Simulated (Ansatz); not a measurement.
Relaxation of AlF$_{3}$H$_{4}$OSi (10 atoms, charge 0, multiplicity 1), to a largest force component of 0.03 eV/Å in at most 50 steps.

These are results of RKS B3LYP-D4/cc-pVDZ in Ansatz, not measurements.

```xyz
10
Properties=species:S:1:pos:R:3
Si -0.302 -0.137 -0.431
H -0.169 0.794 2.068
F 0.837 -0.955 0.391
F 0.132 1.426 -0.499
F -0.262 -0.685 -1.964
O -1.820 -0.343 0.193
Al -3.311 -1.245 0.006
H -3.219 -2.691 -0.624
H -4.598 -0.532 0.597
H -0.856 0.628 1.941
```

**Question.** Where does it end, and by what steps?

**Answer.** It converged. The force dipped under the threshold on the way, but the program's further checks kept it going. After 25 steps the energy has fallen by 0.174 eV; H10 moved furthest, 0.83 Å.

| step | energy less start (eV) | largest force component (eV/Å) | accepted |
| --- | --- | --- | --- |
| 0 | 0.0000 | 1.642 | yes |
| 1 | -0.1161 | 0.512 | yes |
| 2 | -0.1514 | 0.214 | yes |
| 3 | -0.1587 | 0.075 | yes |
| 4 | -0.1475 | 0.774 | no |
| 5 | -0.1605 | 0.185 | yes |
| 6 | -0.1635 | 0.089 | yes |
| 7 | -0.1625 | 0.366 | no |
| 8 | -0.1644 | 0.044 | yes |
| 9 | -0.1651 | 0.163 | yes |
| 10 | -0.1644 | 0.144 | no |
| 11 | -0.1659 | 0.024 | yes |
| 12 | -0.1664 | 0.133 | yes |
| 13 | -0.1673 | 0.029 | yes |
| 14 | -0.1608 | 0.592 | no |
| 15 | -0.1680 | 0.178 | yes |
| 16 | -0.1691 | 0.152 | yes |
| 17 | -0.1704 | 0.126 | yes |
| 18 | -0.1698 | 0.293 | no |
| 19 | -0.1715 | 0.068 | yes |
| 20 | -0.1729 | 0.025 | yes |
| 21 | -0.1692 | 0.418 | no |
| 22 | -0.1734 | 0.084 | yes |
| 23 | -0.1731 | 0.144 | no |
| 24 | -0.1740 | 0.035 | yes |
| 25 | -0.1744 | 0.020 | yes |

```xyz
10
Properties=species:S:1:pos:R:3
Si -0.361 -0.161 -0.631
H -0.095 0.581 2.461
F 0.667 -0.837 0.430
F 0.039 1.402 -0.772
F -0.084 -0.859 -2.072
O -1.904 -0.337 -0.163
Al -3.355 -1.307 -0.068
H -3.299 -2.755 -0.691
H -4.577 -0.613 0.646
H -0.598 1.147 2.540
```

Whether the end is a true minimum wasn't checked by a vibrational analysis.

Run time: 53 s on 4 threads of Arm Neoverse V1 (shared host), peak memory 0.28 GiB.
